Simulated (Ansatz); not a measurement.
Computed with Ansatz on PBE0-D4/def2-TZVP structures; ΔE is electronic, products minus reactants. CCSD(T)/CBS is the MP2 limit (def2-TZVPP, def2-QZVPP) plus CCSD(T) − MP2 in def2-TZVPP, frozen cores. DFT in def2-TZVPP. B3LYP here is the variant with VWN-RPA as its local correlation; programs differ in this. For Ge outer-core shells are correlated without core-valence functions, which leaves a few kJ/mol of doubt a bond. Scalar relativity is left out up to krypton. Each species was taken in one conformer, which may not be the lowest.

`[GeH3][CH]1C[SiH2]1` + `OC#C[SiH3]` → `[SiH3]C#C[O][GeH3]` + `C1C[SiH2]1`  (ligand exchange at a Ge–C bond)

`[GeH3][CH]1C[SiH2]1`:

Z-matrix (Å, degrees):
```
Ge
C 1 1.936
H 1 1.539 2 110.6
H 1 1.542 2 111.2 3 121.3
H 1 1.541 2 108.5 3 -119.8
C 2 1.549 1 118.6 3 164.9
Si 2 1.848 1 121.6 3 88.1
H 2 1.087 1 113.1 3 -56.7
H 6 1.086 2 116.2 1 134.1
H 6 1.086 2 116.7 1 -2.2
H 7 1.478 2 119.1 1 -145.4
H 7 1.478 2 119.2 1 3.9
```

`OC#C[SiH3]`:

Cartesian coordinates in Å:
```
O -2.693 -0.217 -0.643
C -1.438 -0.118 -0.337
C -0.284 -0.047 0.015
Si 1.446 0.066 0.529
H -2.836 0.015 -1.569
H 1.955 -1.269 0.935
H 2.265 0.568 -0.604
H 1.585 1.000 1.675
```

`[SiH3]C#C[O][GeH3]`:

Cartesian coordinates in Å:
```
Si -2.646 0.001 -0.595
C -0.885 0.355 -0.444
C 0.297 0.609 -0.354
O 1.543 0.888 -0.268
Ge 2.608 -0.212 0.734
H -2.905 -1.435 -0.310
H -3.121 0.302 -1.971
H -3.434 0.818 0.364
H 2.514 -1.600 0.098
H 3.979 0.444 0.588
H 2.049 -0.170 2.159
```

`C1C[SiH2]1`:

Z-matrix (Å, degrees):
```
C
Si 1 1.847
C 1 1.543 2 65.3
H 1 1.085 2 119.2 3 -107.6
H 1 1.085 2 119.2 3 107.6
H 2 1.478 1 119.3 3 105.0
H 2 1.478 1 119.3 3 -104.9
H 3 1.085 1 116.3 2 -111.9
H 3 1.085 1 116.3 2 111.8
```

CCSD(T)/CBS gives -40.6 kJ/mol.

Another level gave -45.4 kJ/mol. Which?
A. B3LYP/def2-TZVPP
B. B3LYP-D4/def2-TZVPP
C. PBE/def2-TZVPP
D. HF/def2-TZVPP

C. PBE -45.4, B3LYP-D4 -52.2, B3LYP -56.4, HF/def2-TZVPP -64.1 kJ/mol.

Largest T1 diagnostic among the species: 0.013.

The D4 term adds +4.2 kJ/mol with B3LYP and +2.2 kJ/mol with PBE0; it sums over pairs of atoms, weighted by their polarisabilities, and B3LYP, whose exchange is more repulsive, gets the larger term. In def2-TZVPP, CCSD(T) changes the Hartree–Fock value by +19.9 kJ/mol (the triples alone add +1.3 kJ/mol) and MP2 by +20.4 kJ/mol.

CCSD(T)/CBS has its own doubt, a few kJ/mol and more with outer-core shells, so smaller differences from it don't rank the levels.
